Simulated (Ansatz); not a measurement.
Reactions of C₃H₅N (`CCC#N`).

Calculated with Ansatz (gas phase, PBE0-D4/def2-TZVP geometries, no zero-point term in ΔE). CBS: MP2 limit from def2 TZ/QZ plus the TZ coupled-cluster correction, frozen cores. This one scheme is used for every species. Functionals use def2-TZVPP. def2 core potentials past Kr. For Te outer-core shells are correlated without core-valence functions, which leaves a few kJ/mol of doubt a bond. One conformer a species, not always the lowest.

```json
{"reaction": "`CCC#N` → `CC1=NC1`", "CCSD(T)/CBS(def2) (kJ/mol)": "?"}
{"reaction": "`CCC#N` + `C[Te]B(O)O` → `CC[Te]B(O)O` + acetonitrile", "CCSD(T)/CBS(def2) (kJ/mol)": "0"}
{"reaction": "`CCC#N` → `CC=C=N`", "CCSD(T)/CBS(def2) (kJ/mol)": "114"}
{"reaction": "`CCC#N` → `CC1=CN1`", "CCSD(T)/CBS(def2) (kJ/mol)": "305"}
{"reaction": "`CCC#N` → `C=CC=N`", "CCSD(T)/CBS(def2) (kJ/mol)": "97"}
{"reaction": "`CCC#N` + `OB(O)S` → `CCSB(O)O` + `C#N`", "CCSD(T)/CBS(def2) (kJ/mol)": "32"}
{"reaction": "`CCC#N` + `CC(C)(C)C` → `CCCC(C)(C)C` + `C#N`", "CCSD(T)/CBS(def2) (kJ/mol)": "37"}
{"reaction": "`CCC#N` + ethylene → `C=CCC#N` + CH₄", "CCSD(T)/CBS(def2) (kJ/mol)": "?"}
```

Q: Fill in the missing values. (Estimate.)

A: Computed: `CCC#N` → `CC1=NC1`: +164.2 kJ/mol; `CCC#N` + ethylene → `C=CCC#N` + CH₄: -14.7 kJ/mol.

Largest T1 diagnostic: 0.014, for `C#N`.
